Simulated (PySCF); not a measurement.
Si(F)(Me)2(NH2) (C₂H₈FNSi), SMILES F[Si](N)(C)C. Coordinates come from a ωB97X-D3(BJ)/def2-SVP optimisation. This is a generated structure with no PubChem entry under its InChIKey; it may be hypothetical. Other conformers were not sampled.

Computed equilibrium geometry at ωB97X-D3(BJ)/def2-SVP (PySCF confirms it by a frequency run) as Cartesian coordinates in Å, and its point group (one conformer of several):
point group Cs.
```xyz
13

C     -0.5704    -0.8003    -1.5654
Si     0.0157     0.0234     0.0000
C     -0.5704    -0.8003     1.5654
N     -0.4819     1.6706     0.0000
F      1.6563    -0.1162     0.0000
H     -1.6705    -0.8090    -1.6183
H     -0.1895    -0.2745    -2.4560
H     -0.2124    -1.8409    -1.6158
H     -0.1895    -0.2745     2.4560
H     -1.6705    -0.8090     1.6183
H     -0.2124    -1.8409     1.6158
H     -0.3810     2.2381     0.8350
H     -0.3810     2.2381    -0.8350
```
